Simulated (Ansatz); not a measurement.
lead atom (Pb), triplet (core potentials on Pb). Base run: BLYP/def2-SVP in Ansatz (an electronic-structure program).

The Ansatz input:
Ansatz 0.2 input:
```yaml
crystal:
  periodic: [false, false, false]
  atoms:
    - {symbol: Pb, position_ang: [0.00000000, 0.00000000, 0.00000000]}
basis:
  gaussian:
    orbitals: def2-SVP
hamiltonian:
  xc: blyp
magnetization: {spin_polarized: true, initial_magnetization: 2}
```

Variants of this job, named by their change:

```tsv
change	ΔE vs base (kcal/mol)
base	0.000
point_charge = charge:0.5 position_ang:0.6888, -2.5014, -1.5062	-6.07
final_grid = 4, 8, 17	0.023
final_grid = 6, 12, 29	0.002
fitting.mean_field = def2-universal-JKFIT	-0.005
final_grid = 10, 20, 41	0.000
lower_state_search = light	0.000
accuracy = high	0.000
point_charge = charge:1.0 position_ang:2.3974, -0.819, -1.6068	-18.16
point_charge = charge:-1.0 position_ang:-0.98, -2.6563, -0.9917	-23.56
lower_state_search = full	0.000
```
